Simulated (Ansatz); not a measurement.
`OB(O)[S][GeH3]` at its PBE0-D4/def2-TZVP geometry, where that method's forces vanish. Total charge 0; spin multiplicity 1.

```xyz
10

O    -1.7145   -0.4871    0.2318
B    -0.5798   -1.2130    0.3828
O    -0.7336   -2.5523    0.5394
S     1.1375   -0.5262    0.4233
Ge    0.8890    1.4918   -0.4620
H    -1.5864    0.4638    0.2353
H     0.0940   -3.0346    0.5791
H    -0.4193    2.1198    0.0657
H     2.0867    2.3277   -0.0022
H     0.8264    1.4101   -1.9932
```

(1) What forces (eV/Å) does PBE-D4/def2-TZVPP give on these atoms in the Gaussian-basis code of Ansatz? (Estimate.)

Results:

(1) Computed: 
```
O1  -0.553 -0.192 -0.051
B2   0.347  0.221 -0.017
O3  -0.463 -0.344  0.053
S4   0.238 -0.160  0.108
Ge5 -0.003  0.049 -0.033
H6   0.080  0.478 -0.011
H7   0.390 -0.223  0.016
H8  -0.151  0.071  0.055
H9   0.123  0.096  0.049
H10 -0.009  0.004 -0.169
```
